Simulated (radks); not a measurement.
Values are calculated unless marked as measured or tabulated.
Effect of the nuclear size on the gadolinium ion Gd9+, [Kr] 4d10 4f5 5s2 5p2. Code: a radial shooting solver on a logarithmic mesh with Libxc functionals. Model: Dirac Kohn-Sham, PBE, spin-unpolarised, spherical densities, finite nucleus; open shells are shared between the two j in proportion to 2j + 1; Fermi nuclear charge, rms radius 5.1569 fm. The rms radius is varied about that value; shifts are against it.

rms radius (fm) = 4.3576: total energy shift (eV) -6.06; density at nucleus (e/bohr^3) 6.562e+05; 1s1/2 shift (meV) -2490; 2s1/2 shift (meV) -321; 4p1/2 shift (meV) 0.652; 5s1/2 shift (meV) -3.42; 5p1/2 shift (meV) 0.258; 5p3/2 shift (meV) 0.390; 6s1/2 (empty) shift (meV) -1.19
rms radius (fm) = 4.7289: total energy shift (eV) -3.34; density at nucleus (e/bohr^3) 6.427e+05; 1s1/2 shift (meV) -1370; 2s1/2 shift (meV) -177; 4p1/2 shift (meV) 0.359; 5s1/2 shift (meV) -1.89; 5p1/2 shift (meV) 0.142; 5p3/2 shift (meV) 0.215; 6s1/2 (empty) shift (meV) -0.656
rms radius (fm) = 5.1569: total energy shift (eV) 0; density at nucleus (e/bohr^3) 6.287e+05; 1s1/2 shift (meV) 0.000; 2s1/2 shift (meV) 0.000; 4p1/2 shift (meV) 0.000; 5s1/2 shift (meV) 0.000; 5p1/2 shift (meV) 0.000; 5p3/2 shift (meV) 0.000; 6s1/2 (empty) shift (meV) 0.000
rms radius (fm) = 5.4921: total energy shift (eV) 2.76; density at nucleus (e/bohr^3) 6.187e+05; 1s1/2 shift (meV) 1140; 2s1/2 shift (meV) 147; 4p1/2 shift (meV) -0.297; 5s1/2 shift (meV) 1.56; 5p1/2 shift (meV) -0.118; 5p3/2 shift (meV) -0.178; 6s1/2 (empty) shift (meV) 0.543
rms radius (fm) = 6.049: total energy shift (eV) 7.64; density at nucleus (e/bohr^3) 6.036e+05; 1s1/2 shift (meV) 3150; 2s1/2 shift (meV) 405; 4p1/2 shift (meV) -0.820; 5s1/2 shift (meV) 4.32; 5p1/2 shift (meV) -0.325; 5p3/2 shift (meV) -0.492; 6s1/2 (empty) shift (meV) 1.50

Slopes of the eigenvalues against <r^2> in GHz/fm^2, as finite differences over the two radii next to the reference (eigenvalue slopes, not the field-shift constants of lines): 1s1/2 77900, 2s1/2 10000, 4p1/2 -20.3, 5s1/2 107, 5p1/2 -8.06, 5p3/2 -12.2, 6s1/2 (empty) 37.2.
